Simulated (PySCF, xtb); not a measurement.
Nb(O)(Cl)3 cation (Cl3NbO), SMILES [Cl][Nb]([Cl])([Cl])=[O] (connectivity only; charge and spin as stated), charge +1, multiplicity 2.

Harmonic wavenumbers (cm⁻¹) from GFN2-xTB (xtb 6.7.1) at its own minimum, in rising order: 104, 104, 108, 130, 130, 313, 334, 334, 774.

Task: What does B3LYP-D3(BJ)/def2-SVP run with PySCF 2.14.0 give at its own minimum? (An estimate is asked for; the answer gives what the named calculation found.)

Result: 71, 72, 114, 148, 157, 333, 443, 452, 639. Paired by order, the mean absolute difference is 55 cm⁻¹ and the zero-point energies are 3.3 and 3.5 kcal/mol.
